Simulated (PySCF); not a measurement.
Input file for PySCF: R-M06-2X/def2-TZVPP on H2 (SMILES [H][H]).

```python
from pyscf import gto, dft

mol = gto.M(
    atom='''
    H     0.00000000    0.00000000    0.37198582
    H    -0.00000000   -0.00000000   -0.37198582
    ''',
    basis='def2-tzvpp',
    charge=0, spin=0, verbose=4, max_memory=1800)
mf = dft.RKS(mol, xc='m062x').density_fit(auxbasis='def2-universal-jkfit')
mf.grids.level = 4
mf.conv_tol = 1e-9
mf.max_cycle = 150
mf.kernel()
mf.dip_moment()
```

### Question
Give the final energy of this run.

### Answer
-1.1689 hartree.
